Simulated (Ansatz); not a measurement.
Basis-set extrapolation for `F[SiH2][NH][AlH2]` (PBE0-D4/def2-TZVP geometry, frozen core, Ansatz). Multiplicity 1, RHF reference.

```json
{"": "HF", "def2-TZVPP": "-687.870251", "def2-QZVPP": "-687.895032"}
{"": "MP2 correlation", "def2-TZVPP": "-0.665313", "def2-QZVPP": "-0.720528"}
{"": "CCSD(T) correlation", "def2-TZVPP": "-0.722328", "def2-QZVPP": "not run"}
```

Energies in hartree. Use E(X) = E(∞) + A·exp(−7.88·√X) for Hartree–Fock and E(X) = E(∞) + B·X^(−2.97) for correlation, with X = 3 and 4, and add CCSD(T) minus MP2 of the smaller set to the MP2 limit.

What is the CCSD(T) energy at the basis-set limit?

HF limit: -687.895032 + (-0.024781) × 0.13774 = -687.89845. MP2 limit: -0.720528 + (-0.055215) × 0.74074 = -0.76143. Higher-order term: -0.722328 − (-0.665313) = -0.05701. Total: -688.71689 hartree, 78.0 kcal/mol below CCSD(T)/def2-TZVPP.
